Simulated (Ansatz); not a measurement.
Reaction (formal hydrolysis of the Nb–Cl bond): `[O]=[Nb]([OH])([F])[Cl]` + H₂O → `[O]=[Nb]([OH])([OH])[F]` + HCl

Gas-phase electronic energies from Ansatz, PBE0-D4/def2-TZVP geometries. CBS: MP2 limit from def2 TZ/QZ plus the TZ coupled-cluster correction, frozen cores. This one scheme is used for every species. DFT in def2-TZVPP. B3LYP here is the variant with VWN-RPA as its local correlation; programs differ in this. Elements past krypton have def2 core potentials. For Nb outer-core shells are correlated without core-valence functions, which leaves a few kJ/mol of doubt a bond. One conformer a species, not always the lowest.

`[O]=[Nb]([OH])([F])[Cl]`:

Z-matrix (Å, degrees):
```
Nb
O 1 1.874
F 1 1.863 2 110.4
O 1 1.684 2 107.7 3 118.0
Cl 1 2.296 2 110.2 3 -123.8
H 2 0.960 1 130.4 3 -119.7
```

H₂O:

Cartesian coordinates in Å:
```
O 0.042 0.330 0.202
H -0.771 -0.150 0.032
H 0.729 -0.180 -0.233
```

`[O]=[Nb]([OH])([OH])[F]`:

Cartesian coordinates in Å:
```
O 0.396 1.729 -0.158
Nb 0.351 0.037 -0.141
O 0.070 -0.542 1.636
O -1.080 -0.541 -1.232
F 1.982 -0.619 -0.795
H -0.018 -0.033 2.444
H -1.701 -0.032 -1.754
```

HCl:

Cartesian coordinates in Å:
```
Cl 0.368 -0.314 -0.418
H -0.368 0.314 0.418
```

```json
{"species": "`[O]=[Nb]([OH])([F])[Cl]`", "B3LYP energy (Eh)": "-768.51031"}
{"species": "H₂O", "B3LYP energy (Eh)": "-76.46667"}
{"species": "`[O]=[Nb]([OH])([OH])[F]`", "B3LYP energy (Eh)": "-384.13294"}
{"species": "HCl", "B3LYP energy (Eh)": "-460.83627"}
```

(1) Work out ΔE.

Largest T1 diagnostic among the species: 0.022, so the coupled-cluster value is less sure than usual.

## Answers

(1) ΔE = (-384.13294) + (-460.83627) − (-768.51031) − (-76.46667) = 0.00777 Eh = +20.4 kJ/mol. CCSD(T)/CBS gives +28.0 kJ/mol.

Leaving LDA and LC-ωPBE aside and taking each functional with its dispersion term where it has one, the values, not all of them listed here, spread over 12.8 kJ/mol, from CAM-B3LYP-D4 to PBE-QIDH. LDA lies −4.4 kJ/mol from PBE without D4. At CCSD(T), def2-SVP lies −15.0 kJ/mol from the extrapolated value and def2-TZVPP −4.0 kJ/mol.
